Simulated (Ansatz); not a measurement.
Calculation: Ansatz (an electronic-structure program) with frozen-core CCSD(T)/cc-pVTZ // B3LYP-D3(BJ)/def2-TZVP.

Ansatz 0.2 input:
```yaml
crystal:
  periodic: [false, false, false]
  atoms:
    - { symbol: O, position_ang: [1.206085, 0.096832, -0.405217] }
    - { symbol: Si, position_ang: [-0.391877, -0.057347, -0.012123] }
    - { symbol: H, position_ang: [1.812528, 0.431518, 0.259356] }
    - { symbol: H, position_ang: [-0.991469, 1.247619, 0.362318] }
    - { symbol: H, position_ang: [-0.58815, -0.993153, 1.122954] }
    - { symbol: H, position_ang: [-1.053947, -0.586616, -1.22026] }
basis:
  gaussian: { orbitals: cc-pVTZ }
correlation:
  method: ccsd_t
```

Output:

```
Functional definition: HF
686 factors; integrals over basis functions are off by at most 1.2e-3 eV
mean field evaluation 1: about -9962.7478 eV, gradient 3.4e1 eV
mean field evaluation 2: about -9962.7578 eV, gradient 3.4e1 eV
mean field evaluation 4: about -9964.9641 eV, gradient 2.3e0 eV
mean field evaluation 8: about -9964.9859 eV, gradient 7.6e-2 eV
mean field evaluation 16: about -9964.9705 eV, gradient 3.2e-1 eV
mean field -9964.98591913 eV, -366.2064780181 hartree, gradient 1.7e-6 eV, S^2 0.000000; 0 other end points of the search recorded, 0 dependent functions left out
6 core orbitals not correlated
reference -9964.98591913 eV, -366.2064780181 hartree; 7, 7 occupied and 107, 107 virtual orbitals, 686 factors
second order -10.25381226 eV of doubles, -0.00000000 eV of singles
cycle   1  -10.58118207 eV  change   -3.3e-1 eV  update   6.9e-2
cycle   2  -10.86678534 eV  change   -2.9e-1 eV  update   2.0e-2
cycle   3  -10.92079228 eV  change   -5.4e-2 eV  update   9.4e-3
cycle   4  -10.91397240 eV  change    6.8e-3 eV  update   1.9e-3
cycle   5  -10.91437462 eV  change   -4.0e-4 eV  update   8.1e-4
cycle   6  -10.91448467 eV  change   -1.1e-4 eV  update   2.0e-4
cycle   7  -10.91437599 eV  change    1.1e-4 eV  update   7.1e-5
cycle   8  -10.91437671 eV  change   -7.2e-7 eV  update   2.5e-5
cycle   9  -10.91438179 eV  change   -5.1e-6 eV  update   8.4e-6
perturbative correction -0.33084161 eV, -0.0121582048 hartree
Total energy: -9976.23114253 eV, -366.6197323558 hartree
```

Cost: about 9 core-seconds (a rough figure).
